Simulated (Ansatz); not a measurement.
`C[CH2][Zn][Cl]` + H₂ → `C[CH2][ZnH]` + HCl at 500 K and 1 bar (hydrogenolysis of a Zn–Cl bond).

Computed with Ansatz on PBE0-D4/def2-TZVP structures; ΔE is electronic, products minus reactants. CCSD(T)/CBS is the MP2 limit (def2-TZVPP, def2-QZVPP) plus CCSD(T) − MP2 in def2-TZVPP, frozen cores. This one scheme is used for every species. For Zn outer-core shells are correlated without core-valence functions, which leaves a few kJ/mol of doubt a bond. Scalar relativity is left out up to krypton. One conformer a species, not always the lowest.

```json
{"species": "`C[CH2][Zn][Cl]`", "CCSD(T)/CBS energy (Eh)": "-2317.32947", "H − E (kJ/mol)": "212.2", "S (J/(mol·K))": "387.0"}
{"species": "H₂", "CCSD(T)/CBS energy (Eh)": "-1.17544", "H − E (kJ/mol)": "41.0", "S (J/(mol·K))": "145.5"}
{"species": "`C[CH2][ZnH]`", "CCSD(T)/CBS energy (Eh)": "-1858.07157", "H − E (kJ/mol)": "219.3", "S (J/(mol·K))": "345.1"}
{"species": "HCl", "CCSD(T)/CBS energy (Eh)": "-460.38127", "H − E (kJ/mol)": "32.5", "S (J/(mol·K))": "201.9"}
```

H − E and S are ideal-gas, rigid-rotor, harmonic terms from PBE0-D4/def2-TZVP, for one conformer and one mirror image of each species. The MP2-based limit puts H₂ 0.8 mEh under its directly extrapolated value; such offsets cancel only in part. 1 Eh = 2625.50 kJ/mol, R = 8.31446 J/(mol·K).

Q: By hand: ΔE, ΔH, ΔS and ΔG.

A: ΔE = (-1858.07157) + (-460.38127) − (-2317.32947) − (-1.17544) = 0.05207 Eh = 136.7 kJ/mol. Δ(H − E) = 219.3 + 32.5 − 212.2 − 41.0 = -1.4, so ΔH = 135.3 kJ/mol. ΔS = 345.1 + 201.9 − 387.0 − 145.5 = 14.5 J/(mol·K). ΔG = 135.3 − 500 × (14.5)/1000 = 128.1 kJ/mol.

Q: By hand: the equilibrium constant, and the temperature at which ΔG would vanish if ΔH and ΔS stayed fixed.

A: log₁₀ K = −ΔG/(RT ln 10) = -13.4. ΔG = 0 at ΔH/ΔS = 9331 K, far beyond where these terms or the molecules hold.

The number of gas molecules stays the same, so ΔS is small and ΔH decides. A doubt of 5 kJ/mol in ΔE shifts log₁₀ K by 0.5 here. Other conformers and mirror images would add mixing entropy, several J/(mol·K) or more a flexible species. These are equilibria of isolated gas molecules and say nothing of rates. Largest T1 diagnostic: 0.013 (customary marks: 0.02 for closed shells, 0.045 for open ones).
